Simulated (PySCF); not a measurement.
[Sc(F)(NH2)2] (charge 0, multiplicity 1)

Calculation: PySCF with TPSSh-D3(BJ)/def2-TZVP // BP86-D3(BJ)/def2-SVP.

| Property | Result |
|---|---|
| HOMO | -6.21 eV |
| dipole moment | 2.17 D |
| LUMO | -1.70 eV |
| HOMO–LUMO gap | 4.51 eV |
| charge on the central atom (Mulliken) | 1.39 e |
| charge on the central atom (meta-Löwdin) | 1.29 e |
| total energy | -972.7400 Ha |
| cost | roughly 4 core-minutes |

```xyz
8

Sc     0.0193    -0.0695    -0.3278
F     -1.5827    -0.0370    -1.2426
N      0.9675    -1.7885    -0.0457
H      0.6732    -2.7204    -0.3679
H      1.8579    -1.9181     0.4543
N      0.8096     1.6060     0.3822
H      0.4338     2.5604     0.3013
H      1.6912     1.6819     0.9087
```
Charge 0, spin multiplicity 1.
